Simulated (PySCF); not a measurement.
**Telling isomers of C$_{8}$H$_{11}$OP apart by NMR**

[PySCF 2.14.0 with density-fitted response routines: GFN2-xTB geometry; shielding tensors at PBE0/pcSseg-1 (GIAO); single conformer; no solvent; relativity neglected; fast rotation and ring inversion assumed for equivalent nuclei]

δ = σ(ref) − σ, references computed at the same level: ¹H, ¹³C against TMS. Splittings of carbon signals by F and P are missing where no couplings were computed. Where no couplings were computed, multiplicities follow the n + 1 count of equivalent neighbours, and m marks all less simple cases (inequivalent or close neighbours, rings, F or P nearby). Shifts are as computed. Against solution values, carbons near 30 ppm lie about +3 ppm off and those near 130 ppm about +5 ppm. Of 1211 compounds with measured shifts, 218 miss one by over three times the rms of a fit or turn the order of signals round; such compounds aren't used in these exercises.

(1) Tabulate the signals of `CC1=C[P@@](=O)(C2CC2)C=C1`, `C=Cc1cc(OC)[pH]c1C`, `CC(=O)CP1C=CCC=C1` and their relative energies.

(2) What is the quickest way to tell CC1=C[P@@](=O)(C2CC2)C=C1 from C=Cc1cc(OC)[pH]c1C?

(3) What is the quickest way to tell CC1=C[P@@](=O)(C2CC2)C=C1 from CC(=O)CP1C=CCC=C1?

(4) What is the quickest way to tell C=Cc1cc(OC)[pH]c1C from CC(=O)CP1C=CCC=C1?

Results:

(1) 
```json
{"SMILES": "CC1=C[P@@](=O)(C2CC2)C=C1", "carbon types": "1×C 4×CH 2×CH2 1×CH3", "δC": "157.0, 148.4, 141.4, 131.7, 22.4, 9.3, 1.8, 1.7", "δH": "6.66 (m, 1H), 6.47 (m, 1H), 5.99 (m, 1H), 2.08 (s, 3H), 1.00 (m, 1H), 0.98 (m, 1H), 0.63 (m, 1H), 0.62 (m, 1H), 0.35 (m, 1H)", "E rel. (kcal/mol)": "0.6"}
{"SMILES": "C=Cc1cc(OC)[pH]c1C", "carbon types": "3×C 2×CH 1×CH2 2×CH3", "δC": "177.2, 152.2, 137.1, 132.3, 120.2, 116.4, 60.4, 15.1", "δH": "6.98 (m, 1H), 6.72 (m, 1H), 5.73 (m, 1H), 5.58 (m, 1H), 5.06 (m, 1H), 3.84 (s, 3H), 2.27 (m, 3H)", "E rel. (kcal/mol)": "20.8"}
{"SMILES": "CC(=O)CP1C=CCC=C1", "carbon types": "1×C 4×CH 2×CH2 1×CH3", "δC": "209.0, 136.2, 136.0, 50.0, 33.3, 31.6", "δH": "6.52 (m, 2H), 6.46 (m, 2H), 2.87 (m, 2H), 2.86 (m, 2H), 2.43 (s, 3H)", "E rel. (kcal/mol)": "0.0"}
```

Energies are electronic energies at PBE0/pcSseg-1 on these geometries, without zero-point or thermal terms, each for the one conformer computed, which needn't be the lowest.

(2) Both give the same number of carbon signals, but DEPT or the intensities differ. The first has a three-membered-ring carbon (CH) at 9.3 ppm, the second a terminal =CH2 carbon at 120.2 ppm. Their most deshielded carbons lie at 157.0 and 177.2 ppm.

(3) Count the carbon signals: 8 against 6. The first has a three-membered-ring carbon (CH) at 9.3 ppm, the second a ketone carbonyl carbon (C) at 209.0 ppm. Their most deshielded carbons lie at 157.0 and 209.0 ppm.

(4) Count the carbon signals: 8 against 6. The first has a unsaturated ring carbon (C) at 132.3 ppm, the second an sp3 CH2 bonded to P, α to a carbonyl at 50.0 ppm. Their most deshielded carbons lie at 177.2 and 209.0 ppm. In the proton spectra the most deshielded non-exchanging signals are 6.98 (m, 1H) and 6.52 (m, 2H).
